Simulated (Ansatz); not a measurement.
A CCSD(T) single point on C4H13GaO3Si (`C[O][Ga]([O][SiH3])[O]C(C)C`).

```yaml
crystal:
  periodic: [false, false, false]
  atoms:
    - {symbol: C, position_ang: [1.075191, 2.634232, -0.872288]}
    - {symbol: O, position_ang: [0.227608, 1.670161, -0.292692]}
    - {symbol: Ga, position_ang: [0.686621, -0.033449, -0.100840]}
    - {symbol: O, position_ang: [2.226173, -0.647734, -0.709734]}
    - {symbol: Si, position_ang: [3.604081, -0.175453, -1.437886]}
    - {symbol: O, position_ang: [-0.375905, -1.171100, 0.721502]}
    - {symbol: C, position_ang: [-1.668353, -0.801967, 1.190007]}
    - {symbol: C, position_ang: [-2.207506, -1.980804, 1.971282]}
    - {symbol: C, position_ang: [-2.573966, -0.415138, 0.037205]}
    - {symbol: H, position_ang: [1.593521, 2.266434, -1.766498]}
    - {symbol: H, position_ang: [1.832414, 2.985727, -0.162178]}
    - {symbol: H, position_ang: [0.466358, 3.492123, -1.170709]}
    - {symbol: H, position_ang: [4.247912, 0.945635, -0.696493]}
    - {symbol: H, position_ang: [3.340706, 0.287319, -2.829758]}
    - {symbol: H, position_ang: [4.544038, -1.324155, -1.483008]}
    - {symbol: H, position_ang: [-1.579182, 0.059293, 1.867600]}
    - {symbol: H, position_ang: [-1.528334, -2.242329, 2.784285]}
    - {symbol: H, position_ang: [-3.187001, -1.748609, 2.395983]}
    - {symbol: H, position_ang: [-2.308350, -2.849769, 1.316239]}
    - {symbol: H, position_ang: [-2.663694, -1.248385, -0.665096]}
    - {symbol: H, position_ang: [-3.573624, -0.158226, 0.396195]}
    - {symbol: H, position_ang: [-2.178726, 0.456203, -0.493138]}
basis:
  gaussian: {orbitals: def2-SVP}
correlation: {method: ccsd_t, frozen_orbitals: {C: 1, Ga: 14, H: 0, O: 1, Si: 5}}
```

```sh
$ ansatz run in.yaml --threads 4 --pin off --events-out ev --progress --plain --backend cuda
```

The program prints (abridged):

```
Functional definition: HF
2121 factors; integrals over basis functions are off by at most 1.4e-3 eV
mean field evaluation 1: about -70614.4390 eV, gradient 5.7e1 eV
mean field evaluation 2: about -70614.4483 eV, gradient 5.7e1 eV
mean field evaluation 4: about -70621.5190 eV, gradient 5.8e0 eV
mean field evaluation 8: about -70621.6117 eV, gradient 3.2e-1 eV
mean field evaluation 16: about -70621.5092 eV, gradient 5.8e0 eV
mean field -70621.61203407 eV, -2595.2963732040 hartree, gradient 2.3e-6 eV, S^2 0.000000; 0 other end points of the search recorded, 0 dependent functions left out
26 core orbitals not correlated, not the lowest: weight in the atoms' cores, before any rotation towards them, 0.703 or more for the frozen orbitals, at most 0.286 for the correlated occupied ones
reference -70621.61203407 eV, -2595.2963732040 hartree; 27, 27 occupied and 160, 160 virtual orbitals, 2121 factors
second order -34.02972044 eV of doubles, -0.00000000 eV of singles
cycle   1  -35.16290354 eV  change    -1.1e0 eV  update   1.4e-1
cycle   2  -36.06786396 eV  change   -9.0e-1 eV  update   4.1e-2
cycle   3  -36.31357729 eV  change   -2.5e-1 eV  update   2.3e-2
cycle   4  -36.30540395 eV  change    8.2e-3 eV  update   5.6e-3
cycle   5  -36.30320683 eV  change    2.2e-3 eV  update   2.6e-3
cycle   6  -36.30396841 eV  change   -7.6e-4 eV  update   8.2e-4
cycle   7  -36.30342733 eV  change    5.4e-4 eV  update   3.1e-4
cycle   8  -36.30331559 eV  change    1.1e-4 eV  update   8.7e-5
cycle   9  -36.30335021 eV  change   -3.5e-5 eV  update   3.4e-5
perturbative correction -0.97105862 eV, -0.0356857462 hartree
Total energy: -70658.88644290 eV, -2596.6661824633 hartree
```

Hardware: 4 threads of an AMD EPYC 7R13 on a shared host and a share of an NVIDIA H100 80 GB. Wall time 4.8 s, peak host memory 0.84 GiB.

Correlation energy per correlated electron: -0.690 eV. T1 diagnostic: 0.0126.
